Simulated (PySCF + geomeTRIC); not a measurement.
A geometry relaxed with PBE0-D3(BJ)/def2-TZVP run with PySCF + geomeTRIC, charge 0, multiplicity 1:

```xyz
9

H     -0.5835    -0.2116    -1.6224
S      1.5191     1.2015    -0.6758
C      0.6796    -0.0857     0.1267
S     -1.9789     0.5723     0.0979
H     -1.8773     0.1151     1.3569
H      2.5360     1.2744     0.1987
H     -0.8306    -1.4894    -0.4114
C     -0.6159    -0.4321    -0.5528
S      1.1803    -0.8471     1.4706
```

Question: Write the SMILES of this molecule.

Answer: `S=C(S)CS`
